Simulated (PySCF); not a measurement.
# Electron correlation in O(3+) (oxygen, charge +3)

[He] 2s2 2p1, 2P determinant. Computed with PySCF 2.14 in aug-cc-pVQZ (6s5p4d3f2g, 80 functions), with no relativity, point nucleus. Frozen: 1s2; 3 electrons correlated.

MP2 pair energies summed by pair of shells (mhartree):

```
 pair  energy  share (%)
2s-2s  -39.64       59.5
2s-2p  -26.98       40.5
```

Total MP2 correlation energy: -66.62 mhartree.

Same-spin part -4.23 and opposite-spin part -62.38 mhartree; SCS-MP2 scales them by 1/3 and 6/5 to -76.27 mhartree.
